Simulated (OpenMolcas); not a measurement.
CH7NOSi: a line through the functionals

CH7NOSi has 11 atoms, charge 0, and is taken as a singlet. As SMILES, `CO[SiH2]N`. Geometry: relaxed at PBE0-D4/def2-TZVP. This is one conformer, not always the lowest.

The HOMO–LUMO gap y, in eV, basis cc-pVDZ; a is the functional's share of exact exchange. Programs: OpenMolcas 26.06.

| functional | program | a | y (eV) |
| --- | --- | --- | --- |
| BLYP | OpenMolcas | 0 | 6.45 |
| r2SCAN | OpenMolcas | 0 | 7.50 |
| B3LYP | OpenMolcas | 0.2 | ? |
| PBE0 | OpenMolcas | 0.25 | 9.03 |
| BHLYP | OpenMolcas | 0.5 | 11.25 |

Task: Fit y = c + s·a to the known rows and predict B3LYP.

Result: 
1. Means of the 4 rows: a = 0.1875, y = 8.557.
2. Σ(Δa)² = 0.17188, Σ(Δa·Δy) = 1.4644, so the slope is 1.4644/0.17188 = 8.5199.
3. Intercept: 8.557 − (8.5199) × 0.1875 = 6.960. The largest residual of the fit is 0.54.
4. B3LYP: 6.960 + (8.5199) × 0.2 = 8.66 eV.

The run gave 8.41 eV, so the prediction is off by +0.25 eV, within the largest residual. Exact exchange lowers occupied levels and raises empty ones. The rows mix families of semi-local functionals, which the line can't see.
